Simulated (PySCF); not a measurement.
Species: C7H11OP.
SMILES with atom numbers: `[CH2:1]=[CH:2][P@@:3]1(=[O:4])[CH:5]=[C:6]([CH3:7])[CH2:8][CH2:9]1` (hydrogens: H10, H11 on C1; H12 on C2; H13 on C5; H14, H15, H16 on C7; H17, H18 on C8; H19, H20 on C9)

The closed-shell ground state was solved at several levels (PySCF, density fitting, gas phase, non-relativistic). Geometry: PBE0-D3(BJ)/def2-SVP, one conformer, isolated molecule.

| level | basis functions | total energy (Eh) | HOMO (eV) | LUMO (eV) | gap (eV) | dipole (D) |
| --- | --- | --- | --- | --- | --- | --- |
| KT3/pcSseg-1 | 215 | -697.9302 | -6.00 | -1.70 | 4.30 | 4.58 |
| PBE0/pcSseg-1 | 215 | -689.3396 | -7.31 | -0.81 | 6.50 | 4.91 |

Estimate the row for CAM-B3LYP/def2-SVPD, a basis of 275 functions; the other rows only guide the guess.

Total energy -689.4129 Eh, HOMO -8.73 eV, LUMO 0.27 eV, gap 9.00 eV, dipole 5.24 D.

Over all these levels, which gives the widest orbital gap and which the narrowest?

CAM-B3LYP/def2-SVPD (range-separated hybrid) has the widest, 9.00 eV, and KT3/pcSseg-1 (GGA) the narrowest, 4.30 eV. Functional and basis both differ between the two, so the spread mixes both effects.

How far do the dipole and the HOMO energy spread over the levels?

The dipole runs from 4.58 to 5.24 D (mean 4.91 D) and the HOMO from -8.73 to -6.00 eV.
